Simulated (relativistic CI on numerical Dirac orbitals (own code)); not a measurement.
# Crystal-field levels of Ni3+, 3d7

Calculated by Dirac-Coulomb-Breit CI, separate exchange-only KLI orbitals for each configuration, model QED (radiative potential, 1s self-energy scaled to tabulated hydrogen-like ionisation energies), valence Slater integrals scaled by 0.8, one configuration in a parametric crystal field (own radial code).

Field parameters in Wybourne normalisation: D3d B²₀ = −7Dσ, B⁴₀ = −14Dq − 21Dτ, B⁴₃ = −14√(10/7) Dq. The field is a parameter set, without covalency.

S and J are read from ⟨S²⟩ = S(S + 1) and ⟨J²⟩ = J(J + 1) of each level; they are not fictitious spins.

D3d, 10Dq = 15350, Dσ = -1200, Dτ = -140 cm⁻¹, the lowest 16 levels:

```tsv
E (cm⁻¹)	Degeneracy	Irrep	S	J
0.0	2	Γ4	1.50	3.71
14.8	2	Γ5+Γ6	1.49	3.59
2751	2	Γ4	1.50	3.95
3051	2	Γ4	1.49	3.58
3350	2	Γ5+Γ6	1.48	3.34
3705	2	Γ4	1.49	2.98
8206	2	Γ4	0.55	4.00
8281	2	Γ5+Γ6	0.54	4.07
13863	2	Γ5+Γ6	1.49	3.47
13911	2	Γ4	1.49	3.49
15630	2	Γ4	1.49	3.62
15706	2	Γ5+Γ6	1.48	3.50
15774	2	Γ4	1.47	3.39
16006	2	Γ4	1.49	3.22
18820	2	Γ4	0.52	4.61
20181	2	Γ5+Γ6	0.54	4.14
```

Principal g values of the ground doublet: 2.17, 4.59, 4.59.

D3d, 10Dq = 15350, Dσ = 1200, Dτ = -140 cm⁻¹, the lowest 16 levels:

```
E (cm⁻¹)  Degeneracy  Irrep     S     J
     0.0           2     Γ4  1.50  4.24
     402           2     Γ4  1.50  3.78
     488           2  Γ5+Γ6  1.50  3.84
    1038           2     Γ4  1.49  3.11
    1303           2  Γ5+Γ6  1.48  3.12
    1536           2     Γ4  1.50  2.92
    6685           2  Γ5+Γ6  0.54  3.98
    6844           2     Γ4  0.54  4.08
   13588           2     Γ4  1.48  3.51
   13611           2  Γ5+Γ6  1.49  3.49
   13650           2     Γ4  1.49  3.47
   13705           2     Γ4  1.49  3.46
   14982           2  Γ5+Γ6  1.48  3.49
   15122           2     Γ4  1.49  3.37
   18820           2  Γ5+Γ6  0.53  4.58
   19120           2     Γ4  0.51  4.59
```

Principal g values of the ground doublet: 4.17, 4.45, 4.45.

D3d, 10Dq = 15350, Dσ = 980, Dτ = -140 cm⁻¹, the lowest 16 levels:

```
E (cm⁻¹)  Degeneracy  Irrep     S     J
     0.0           2     Γ4  1.50  4.26
     461           2  Γ5+Γ6  1.50  3.89
     472           2     Γ4  1.50  3.79
    1120           2     Γ4  1.49  3.10
    1217           2  Γ5+Γ6  1.48  3.05
    1431           2     Γ4  1.50  2.89
    6752           2  Γ5+Γ6  0.54  3.99
    6888           2     Γ4  0.54  4.08
   13672           2     Γ4  1.48  3.53
   13688           2  Γ5+Γ6  1.49  3.50
   13720           2     Γ4  1.49  3.46
   13788           2     Γ4  1.49  3.48
   14704           2  Γ5+Γ6  1.48  3.48
   14851           2     Γ4  1.49  3.34
   18922           2  Γ5+Γ6  0.53  4.59
   19157           2     Γ4  0.51  4.58
```

Principal g values of the ground doublet: 3.76, 4.69, 4.69.

The free-ion ground term has S = 3/2. Every field shown keeps that spin.

Levels of this model without a field, named by their leading LS term (the scale mimics covalency, so terms lie below those of the real free ion): 4F_9/2 0, 4F_7/2 1159, 4F_5/2 1989, 4F_3/2 2551, 2G_9/2 17811, 4P_5/2 17886, 4P_3/2 18164, 4P_1/2 18713 cm⁻¹.
